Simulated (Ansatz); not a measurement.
Coupled-cluster run, C$_{2}$H$_{7}$BFNO.

```yaml
crystal:
  periodic: [false, false, false]
  atoms:
    - {symbol: B, position_ang: [-1.212621, -0.530907, -0.123994]}
    - {symbol: C, position_ang: [-0.497295, 0.917268, -0.427602]}
    - {symbol: C, position_ang: [0.767797, 0.330821, 0.143568]}
    - {symbol: N, position_ang: [0.152364, -0.836501, 0.825671]}
    - {symbol: O, position_ang: [1.681694, -0.164551, -0.739176]}
    - {symbol: F, position_ang: [1.416081, 1.096343, 1.085501]}
    - {symbol: H, position_ang: [-2.198322, -0.553611, 0.568303]}
    - {symbol: H, position_ang: [-1.195386, -1.322814, -1.032327]}
    - {symbol: H, position_ang: [-0.852430, 1.738470, 0.195724]}
    - {symbol: H, position_ang: [-0.392196, 1.268419, -1.454951]}
    - {symbol: H, position_ang: [0.010425, -0.653503, 1.812532]}
    - {symbol: H, position_ang: [0.684801, -1.690472, 0.701254]}
    - {symbol: H, position_ang: [1.655489, 0.366338, -1.539902]}
basis:
  gaussian: {orbitals: def2-SVP}
correlation: {method: ccsd_t}
```

```sh
$ ansatz run in.yaml --threads 4 --pin off --events-out ev --progress --plain --max-ram 10444MiB
```

Output of Ansatz, abridged:

```
Functional definition: HF
1199 factors; integrals over basis functions are off by at most 1.2e-3 eV
mean field evaluation 1: about -9056.4834 eV, gradient 4.3e1 eV
mean field evaluation 2: about -9056.6410 eV, gradient 4.3e1 eV
mean field evaluation 4: about -9060.9810 eV, gradient 4.0e0 eV
mean field evaluation 8: about -9061.0375 eV, gradient 2.5e-1 eV
mean field -9061.03777435 eV, -332.9869964155 hartree, gradient 2.7e-6 eV, S^2 0.000000; 0 other end points of the search recorded, 0 dependent functions left out
6 core orbitals not correlated: weight in the atoms' cores, before any rotation towards them, 1.000 or more for the frozen orbitals, at most 0.000 for the correlated occupied ones
reference -9061.03777435 eV, -332.9869964155 hartree; 18, 18 occupied and 95, 95 virtual orbitals, 1199 factors
second order -24.89356412 eV of doubles, -0.00000000 eV of singles
cycle   1  -25.50521774 eV  change   -6.1e-1 eV  update   1.0e-1
cycle   2  -26.08319182 eV  change   -5.8e-1 eV  update   2.8e-2
cycle   3  -26.21495621 eV  change   -1.3e-1 eV  update   1.4e-2
cycle   4  -26.21155771 eV  change    3.4e-3 eV  update   2.9e-3
cycle   5  -26.21126804 eV  change    2.9e-4 eV  update   1.1e-3
cycle   6  -26.21159679 eV  change   -3.3e-4 eV  update   3.3e-4
cycle   7  -26.21139955 eV  change    2.0e-4 eV  update   1.2e-4
cycle   8  -26.21132312 eV  change    7.6e-5 eV  update   3.7e-5
cycle   9  -26.21132823 eV  change   -5.1e-6 eV  update   1.2e-5
perturbative correction -0.70025837 eV, -0.0257340205 hartree
Total energy: -9087.94936096 eV, -333.9759789819 hartree
```

Run time 12 s (4 threads of an Arm Neoverse V2 on a shared host); peak host memory 0.77 GiB.

Correlation energy per correlated electron: -0.748 eV. T1 diagnostic: 0.0103.
